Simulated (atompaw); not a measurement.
# An all-electron radial function and its pseudo partner (Mn)

Columns: radius, all-electron u(r) and pseudo u(r) of the 3d shell (level -7.42 eV) of manganese in the configuration [Ar] 3d5 4s1.75 4p0.25; LDA (PW92), scalar-relativistic, PAW (atompaw) scheme, atompaw 4.2.0.5.

| r (bohr) | all-electron | pseudo |
| --- | --- | --- |
| 0.115 | 0.0807 | 0.0011 |
| 0.231 | 0.3127 | 0.0088 |
| 0.346 | 0.5523 | 0.0285 |
| 0.462 | 0.7318 | 0.0640 |
| 0.577 | 0.8371 | 0.1158 |
| 0.692 | 0.8825 | 0.1821 |
| 0.808 | 0.8853 | 0.2593 |
| 0.923 | 0.8612 | 0.3395 |
| 1.038 | 0.8215 | 0.4158 |
| 1.154 | 0.7733 | 0.4814 |
| 1.269 | 0.7222 | 0.5290 |
| 1.385 | 0.6701 | 0.5557 |
| 1.500 | 0.6197 | 0.5606 |
| 1.615 | 0.5717 | 0.5465 |
| 1.731 | 0.5260 | 0.5181 |
| 1.846 | 0.4837 | 0.4822 |
| 1.962 | 0.4442 | 0.4441 |
| 2.077 | 0.4080 | 0.4080 |
| 2.192 | 0.3746 | 0.3746 |
| 2.308 | 0.3437 | 0.3437 |
| 2.423 | 0.3154 | 0.3154 |
| 2.538 | 0.2896 | 0.2896 |
| 2.654 | 0.2656 | 0.2656 |
| 2.769 | 0.2438 | 0.2438 |
| 2.885 | 0.2236 | 0.2236 |
| 3.000 | 0.2053 | 0.2053 |

**Question.** How many radial nodes do the two functions have?

**Answer.** The all-electron 3d function has n − l − 1 = 0; the pseudo-wave has 0.

**Question.** At about which radius was the pseudo-wave matched?

**Answer.** 2.10 bohr. The columns agree to 0.0005 from 1.96 bohr on; several derivatives are matched, so the curves merge somewhat inside the radius.

**Question.** Is the pseudo-wave norm-conserving?

**Answer.** No, it belongs to a PAW set: the norm inside the radius is not constrained, and the difference is carried by the augmentation charge.
